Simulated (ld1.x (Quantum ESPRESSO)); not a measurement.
## Debugging a pseudopotential input (titanium (Ti), ld1.x (Quantum ESPRESSO) 7.5)

Command:

```bash
ld1.x < Ti.in > Ti.out
```

Input:

```
&input
   title='Ti', zed=22., rel=1, dft='PZ', iswitch=3,
   config='[Ar] 3d3 4s1 4p0 4f-2',
   nld=4, rlderiv=3.40, eminld=-2.0, emaxld=5.0, deld=0.02
 /
 &inputp
   pseudotype=2, tm=.false., rho0=0.02, lloc=0,
   nlcc=.true., rcore=0.02,
   file_pseudopw='Ti.UPF', file_wfcaegen='ae.wfc', file_wfcncgen='nc.wfc', file_beta='beta', file_chi='chi'
 /
4
4P  2  1   0.00   0.00  2.85  2.85  0.0
3D  3  2   3.00   0.00  2.25  2.25  0.0
4F  4  3  -2.00   0.20  3.15  3.15  0.0
4S  1  0   1.00   0.00  3.00  3.00  0.0
 &test
   configts(1)='3d3 4s1 4p0'
 /
```

This is an input that runs to its end, with one change: rcore set to 0.02 bohr.

Q: How does the run end?

A: The program runs through. The occupied levels of the test differ from the all-electron ones by at most 0.00000 Ry (unchanged input: 0.00000 Ry).

```
      Wfc   4F  rcut= 3.187  Estimated cut-off energy=       27.52 Ry
      This function has    0 nodes for 0 < r <    3.187

     ------------------- End of pseudopotential generation -------------------

     Computing logarithmic derivative in   3.41346
     Computing logarithmic derivative in   3.41346
     Computing the partial wave expansion
       no projector for channel:   0
     R is outside the sphere for l=    1 j= 0.00
     R is outside the sphere for l=    2 j= 0.00
     R is outside the sphere for l=    3 j= 0.00

     ---------------------- Testing the pseudopotential ----------------------

     Ti
     scalar relativistic calculation

     atomic number is 22.00   valence charge is  4.00
     dft =PZ   lsd =0 sic =0 latt =0  beta=0.20 tr2=1.0E-14
     mesh =1177 r(mesh) = 100.37945 xmin = -7.00 dx = 0.01250

     n l     nl             e AE (Ry)        e PS (Ry)    De AE-PS (Ry)
     3 2     3D   1( 3.00)       -0.15355       -0.15355        0.00000
     1 0     4S   1( 1.00)       -0.28524       -0.28524        0.00000
     2 1     4P   1( 0.00)       -0.08777       -0.08777       -0.00000

     eps = 6.6E-16  iter = 12

     Etot =   -1703.365379 Ry,    -851.682689 Ha,  -23175.466620 eV
     Etotps =   -82.627111 Ry,     -41.313555 Ha,   -1124.199110 eV

     Ekin =      12.650723 Ry,       6.325361 Ha,     172.121851 eV
     Encl =      -8.494950 Ry,      -4.247475 Ha,    -115.579688 eV
     Ehrt =       6.284307 Ry,       3.142153 Ha,      85.502349 eV
     Ecxc =     -79.509448 Ry,     -39.754724 Ha,   -1081.781156 eV
     (Ecc =     -75.870972 Ry,     -37.935486 Ha,   -1032.277159 eV)
     Epseu=     -13.557741 Ry,      -6.778871 Ha,    -184.462465 eV

     ---------------------- End of pseudopotential test ----------------------
```
